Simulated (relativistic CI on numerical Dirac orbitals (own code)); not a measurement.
**Line list: Electric-dipole lines, O⁺**

Method of calculation: Dirac-Coulomb-Breit CI, KLI orbitals optimised for each configuration, a model potential for QED, valence Slater integrals scaled by 0.85, configuration energies shifted to the measured levels that pair with them (semi-empirical) (own radial code, finite nucleus).

Configuration list (outside the closed core 1s2): 2s2.2p3, 2s.2p4, 2s2.2p2.3s, 2s2.2p2.3p, 2s2.2p2.3d, 2s2.2p2.4s, 2p5, 2s2.2p2.4p, 2s2.2p2.4d, 2s2.2p2.4f, 2s2.2p.3s2, 2s2.2p.3s.3p, 2s2.2p.3s.3d, 2s2.2p.3p2, 2s.2p3.3s. Levels of other configurations are missing.

```tsv
λ vac (Å)	Lower	Upper	A (s⁻¹)	E lower (cm⁻¹)	E upper (cm⁻¹)
429.87	2s2.2p3 4S°_3/2 [1]	2s2.2p2.3d 4P_1/2 [50]	4.62e+09	0.0	232626.4
429.93	2s2.2p3 4S°_3/2 [1]	2s2.2p2.3d 4P_3/2 [49]	4.31e+09	0.0	232596.9
430.04	2s2.2p3 4S°_3/2 [1]	2s2.2p2.3d 4P_5/2 [48]	3.74e+09	0.0	232537.9
442.85	2s2.2p3 2D°_5/2 [2]	2s2.2p2.3d 2D_5/2 [82]	3.10e+09	26156.6	251966.7
442.89	2s2.2p3 2D°_3/2 [3]	2s2.2p2.3d 2D_3/2 [81]	3.03e+09	26176.4	251963.7
446.46	2s2.2p3 2D°_5/2 [2]	2s2.2p2.3d 2F_7/2 [77]	1.81e+09	26156.6	250139.5
446.49	2s2.2p3 2D°_3/2 [3]	2s2.2p2.3d 2F_5/2 [78]	1.67e+09	26176.4	250144.2
483.36	2s2.2p3 2D°_5/2 [2]	2s2.2p2.3d 2F_7/2 [52]	2.93e+09	26156.6	233041.1
483.82	2s2.2p3 2D°_3/2 [3]	2s2.2p2.3d 2F_5/2 [51]	2.75e+09	26176.4	232864.4
504.77	2s2.2p3 2P°_3/2 [4]	2s2.2p2.3d 2D_5/2 [57]	2.33e+09	36344.2	234454.6
505.90	2s2.2p3 2P°_3/2 [4]	2s2.2p2.3d 2P_3/2 [54]	2.04e+09	36344.2	234011.6
539.08	2s2.2p3 4S°_3/2 [1]	2s2.2p2.3s 4P_5/2 [13]	9.10e+08	0.0	185500.1
556.86	2s2.2p3 2D°_5/2 [2]	2s2.2p2.3s 2D_5/2 [18]	1.06e+09	26156.6	205733.4
568.63	2s2.2p3 2P°_3/2 [4]	2s.2p4 2P_3/2 [29]	1.72e+09	36344.2	212204.5
612.90	2s2.2p3 2D°_5/2 [2]	2s2.2p2.3s 2P_3/2 [15]	2.60e+09	26156.6	189314.3
613.70	2s2.2p3 2D°_3/2 [3]	2s2.2p2.3s 2P_1/2 [14]	2.90e+09	26176.4	189121.3
706.83	2s2.2p3 2D°_5/2 [2]	2s.2p4 2D_5/2 [9]	2.98e+09	26156.6	167632.7
706.91	2s2.2p3 2D°_3/2 [3]	2s.2p4 2D_3/2 [10]	2.90e+09	26176.4	167638.1
832.76	2s2.2p3 4S°_3/2 [1]	2s.2p4 4P_1/2 [8]	1.31e+09	0.0	120083.2
833.33	2s2.2p3 4S°_3/2 [1]	2s.2p4 4P_3/2 [7]	1.30e+09	0.0	120000.1
834.46	2s2.2p3 4S°_3/2 [1]	2s.2p4 4P_5/2 [6]	1.30e+09	0.0	119838.0
3170.5	2s2.2p2.3p 4D°_7/2 [23]	2s2.2p2.4s 4P_5/2 [60]	1.00e+08	207356.3	238896.9
3417.6	2s2.2p2.3p 2S°_1/2 [17]	2s2.2p2.3d 2P_3/2 [54]	1.33e+08	204750.9	234011.6
3903.6	2s2.2p2.3s 2D_5/2 [18]	2s2.2p2.3p 2P°_3/2 [43]	1.13e+08	205733.4	231351.0
3997.4	2s2.2p2.3p 4D°_7/2 [23]	2s2.2p2.3d 4D_7/2 [47]	5.34e+07	207356.3	232372.4
4050.0	2s2.2p2.3s 2P_3/2 [15]	2s2.2p2.3p 2P°_3/2 [33]	1.12e+08	189314.3	214005.8
4166.9	2s2.2p2.3p 4D°_1/2 [20]	2s2.2p2.3d 4F_3/2 [38]	1.45e+08	207081.3	231080.1
4167.1	2s2.2p2.3p 4D°_3/2 [21]	2s2.2p2.3d 4F_5/2 [39]	1.56e+08	207137.1	231134.5
4169.5	2s2.2p2.3p 4D°_5/2 [22]	2s2.2p2.3d 4F_7/2 [40]	1.77e+08	207229.6	231213.4
4173.3	2s2.2p2.3p 4D°_7/2 [23]	2s2.2p2.3d 4F_9/2 [42]	2.01e+08	207356.3	231318.0
4188.3	2s2.2p2.3p 4P°_5/2 [26]	2s2.2p2.3d 4P_5/2 [48]	1.11e+08	208662.1	232537.9
4209.3	2s2.2p2.3p 4P°_1/2 [24]	2s2.2p2.3d 4D_3/2 [44]	8.69e+07	208522.1	232279.2
4217.2	2s2.2p2.3p 4P°_3/2 [25]	2s2.2p2.3d 4D_5/2 [45]	1.33e+08	208569.0	232281.2
4217.6	2s2.2p2.3p 4P°_5/2 [26]	2s2.2p2.3d 4D_7/2 [47]	1.46e+08	208662.1	232372.4
4317.4	2s2.2p2.3s 4P_5/2 [13]	2s2.2p2.3p 4P°_5/2 [26]	7.84e+07	185500.1	208662.1
4464.6	2s2.2p2.3s 2P_3/2 [15]	2s2.2p2.3p 2D°_5/2 [28]	1.01e+08	189314.3	211712.7
4465.0	2s2.2p2.3s 2P_1/2 [14]	2s2.2p2.3p 2D°_3/2 [27]	8.50e+07	189121.3	211517.8
4519.6	2s2.2p2.3s 2D_5/2 [18]	2s2.2p2.3p 2F°_7/2 [35]	9.93e+07	205733.4	227859.2
4524.4	2s2.2p2.3s 2D_3/2 [19]	2s2.2p2.3p 2F°_5/2 [34]	9.32e+07	205735.1	227837.3
4568.3	2s2.2p2.3s 4P_3/2 [12]	2s2.2p2.3p 4D°_5/2 [22]	7.05e+07	185339.6	207229.6
4575.4	2s2.2p2.3s 4P_5/2 [13]	2s2.2p2.3p 4D°_7/2 [23]	9.48e+07	185500.1	207356.3
4684.6	2s2.2p2.3p 2D°_3/2 [27]	2s2.2p2.3d 2F_5/2 [51]	1.43e+08	211517.8	232864.4
4688.6	2s2.2p2.3p 2D°_5/2 [28]	2s2.2p2.3d 2F_7/2 [52]	1.51e+08	211712.7	233041.1
4890.2	2s2.2p2.3p 2P°_3/2 [33]	2s2.2p2.3d 2D_5/2 [57]	1.05e+08	214005.8	234454.6
4961.5	2s2.2p2.3p 4S°_3/2 [31]	2s2.2p2.3d 4P_5/2 [48]	5.44e+07	212382.6	232537.9
```

Terms are leading LS components. Brackets give the number of a level in order of energy, since labels repeat. The list gives strong lines, with weight on those to low levels, without configurations that were not tied to measured data, without lines whose two gauges differ by over a factor of 2.5, among the lowest 152 of 242 levels, so that lines to higher ones, which can be the strongest, are missing, and without lines across small gaps between configurations, and without 41 lines that miss the measured interval by over 3.5 %, start from a term whose rates miss tabulated ones by over 60 %, have gauges far apart or, lacking measured levels, span too small a gap for the errors found; lines with a level outside our table were not tested and can miss by more. Levels whose partners in the same complex of configurations lie outside the list can be far off, and so can their lines. Rates are taken at the computed energies, electric ones in the length gauge.

Configurations whose levels could be paired with our table of measured levels were shifted onto them, all but the ground configuration, by the median error of their levels; single terms can still be off by 1,000 to 2,000 cm⁻¹ or more, and rates follow the energies as ν³ (E1, M1) or ν⁵ (E2). The others borrow a shift and can be off by several thousand cm⁻¹ or more. The fine structure of a lone outer electron comes out too small, for d and f at times inverted, and misplaced configurations move strength between like terms. 59 of the 59 excited levels that our extract of the measured tables holds in this range could be paired (the sources list more); they are missed by 606 cm⁻¹ on average and 4124 at most, after the shifts were fitted to these levels, and levels without a partner can miss by more.

Question: From the table, what is the radiative lifetime of 2s2.2p2.3d 4P_5/2?

Answer: The listed rates from this level add up to about 3.91e+09 s⁻¹, 100 % of its decay; with all channels τ = 2.55e-10 s.
